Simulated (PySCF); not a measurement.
**Computed structure and properties of [TbI2]+**

System: [TbI2]+ (singlet in the valence; each metal's 4f electrons, 8 of them, lie in its core potential, out of spins and levels); start: template (C2v). Method: PySCF 2.14.0, RKS PBE0, Tb lcecp-1-SVP with ECP54, I def2-SVP with ECP28; non-relativistic Hamiltonian with scalar-relativistic core potentials where named; density fitting; no spin-orbit coupling.

Input of the relaxation:

```python
mol = gto.M(atom='''
Tb     0.00000     0.00000    -0.74292
I      2.69940    -0.00000     0.46518
I     -2.69940     0.00000     0.46518''',
    basis={'Tb': 'lcecp-1-SVP', 'I': 'def2-SVP'},
    ecp={'Tb': 'lcecp-1-SVP', 'I': 'def2-SVP'},
    charge=1, spin=0)
mf = dft.RKS(mol, xc='PBE0')
mf.grids.atom_grid = (50, 194)  # f atoms: unpruned, at least (60, 302)
mf = mf.density_fit()  # fitting sets: Tb AutoAux, I def2-universal-JKFIT
mf.conv_tol = 1e-08; mf.max_cycle = 55
mf.kernel(dm0)  # dm0: converged density of the start geometry
# quasi-Newton relaxation in Cartesian coordinates to a largest gradient under 0.00045 Eh/bohr, steps kept in the point group
```

Run from Python with OMP_NUM_THREADS=2; the lines above give its settings. Where DIIS fails, smearing, a level shift and second-order steps follow.
It took 33 s on 2 threads of Arm Neoverse V1 (shared host), from the converged density of the start.

Course of the relaxation:

| step | energy above end (eV) | largest force component within the symmetry (eV/Å) |
| --- | --- | --- |
| 0 | 0.4808 | 1.607 |
| 1 | 0.1997 | 0.962 |
| 2 | 0.0830 | 0.580 |
| 3 | 0.0495 | 0.239 |
| 4 | 0.0170 | 0.291 |
| 5 | 0.0076 | 0.166 |
| 6 | 0.0004 | 0.022 |
| 7 | 0.0000 | 0.011 |
| 8 | 0.0000 | 0.002 |

Relaxed geometry (C2v):

```xyz
3

Tb    0.0000    0.0000   -0.9956
I     2.2320    0.0000    0.5915
I    -2.2320    0.0000    0.5915
```

```json
{"contact": "Tb1–I2 (I)", "Å": "2.739"}
{"contact": "Tb1–I3 (I)", "Å": "2.739"}
```

On the finer grid (75, 302):

The HOMO is -11.89 eV and the LUMO is -7.67 eV. The dipole about the centre of mass is 7.49 D, the set of Mulliken populations of Tb1 outside the core potential is s 2.33, p 6.22, d 1.32, f 0.02 and the D3(BJ) dispersion energy (not in the energies) is -0.100 eV.

```json
{"atom": "Tb1", "Mulliken (e)": "1.11", "Löwdin (e)": "0.36", "spin (e)": "0.00"}
{"atom": "I2", "Mulliken (e)": "-0.05", "Löwdin (e)": "0.32", "spin (e)": "0.00"}
{"atom": "I3", "Mulliken (e)": "-0.05", "Löwdin (e)": "0.32", "spin (e)": "0.00"}
```

The 4f levels lie in the core potential and are missing. Their spin isn't counted.

On the grid (50, 194), as all that follows. Harmonic modes: a minimum within the noise of the softest modes; lowest 36 cm⁻¹ (negative: unstable), highest 218 cm⁻¹, zero-point energy 0.028 eV.

Taking off one I (charge -1, singlet; the rest: singlet) in vacuum, both parts rigid, costs 12.65 eV; the small basis without counterpoise inflates it. Most of it is the attraction of opposite charges; other ways to part are cheaper, and one spin state was tried for the rest.

Rigid scan of I along the line from its metal:

distance to I2 (Å), energy (eV) and a bar:
```
     2.44      0.763 #######
     2.54      0.299 ###
     2.64      0.066 #
     2.74      0.000 
     2.84      0.051 
     2.94      0.184 ##
     3.14      0.598 #####
     3.44      1.363 ############
     3.84      2.354 #####################
     4.34      3.335 ##############################
```

One start shape was tried, so this needn't be the lowest isomer.

An lcecp potential fixes the number of 4f electrons, so in runs with it no electron can move into or out of that shell.
